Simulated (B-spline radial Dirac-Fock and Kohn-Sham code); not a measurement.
## Subshell cross sections of Ga⁷⁺, photon energy 6320 eV

System: gallium as Ga⁷⁺, configuration 1s2 2s2 2p6 3s2 3p6 3d6.

Input file task.json (cfg lists n, l and occupation; rrms is the nuclear radius in fm):

```json
{"items": [{
  "Z": 31,
  "q": 7,
  "cfg": [[1, 0, 2], [2, 0, 2], [2, 1, 6], [3, 0, 2], [3, 1, 6], [3, 2, 6]],
  "A": 69,
  "rrms": 3.9973,
  "do": ["binding", "quiet", "photo", "scan"],
  "hv": [30.1, 30.8, 38.5, 43.2, 54.6, 57.3, 283.0, 444.0, 828.0, 1000.0, 2200.0, 2370.0, 2660.0, 3500.0, 3740.0, 6220.0, 6320.0, 6730.0, 40000.0, 52000.0, 58300.0, 67000.0, 87200.0, 90700.0]
}]}
```

Command: `python xray_run.py task.json out`

Model: the independent-particle Dirac-Slater model, thresholds from Dirac-Fock. Program: a B-spline atomic structure program. The asymmetry parameter β is from the dipole term alone. Kinetic energies are from the vacuum level. Open shells are spread statistically over j, without multiplet splitting.

The last column is dσ/dΩ = σ/(4π) · [1 − (β/2) P₂(cos θ)] at θ = 0° from the beam of unpolarised light.

| subshell | electrons | binding (eV) | kinetic (eV) | σ (kb) | β | dσ/dΩ (kb/sr) |
| --- | --- | --- | --- | --- | --- | --- |
| L1 (2s) | 2 | 1481.5 | 4838.5 | 5.30 | 2.00 | ≈ 0 |
| L2 (2p1/2) | 2 | 1319.9 | 5000.1 | 2.33 | 1.14 | 0.0799 |
| L3 (2p3/2) | 4 | 1292.7 | 5027.3 | 4.30 | 1.15 | 0.145 |
| M1 (3s) | 2 | 319.3 | 6000.7 | 0.862 | 2.00 | ≈ 0 |
| M2 (3p1/2) | 2 | 263.9 | 6056.1 | 0.333 | 1.07 | 0.0123 |
| M3 (3p3/2) | 4 | 259.8 | 6060.2 | 0.615 | 1.08 | 0.0226 |
| M4 (3d3/2) | 2.4 | 173.6 | 6146.4 | 0.0202 | 0.51 | 0.00120 |
| M5 (3d5/2) | 3.6 | 173.0 | 6147.0 | 0.0290 | 0.50 | 0.00173 |

Branching ratios of the spin-orbit partners (statistical value in brackets): 2p 1.84 (2.00), 3p 1.85 (2.00), 3d 1.44 (1.50).

Run: 4.0 s of CPU time on 1 thread of Neoverse-N1 (shared host), peak memory 0.31 GiB.

Values without a named source are computed, but for edge energies of neutral atoms, which are taken from tables.
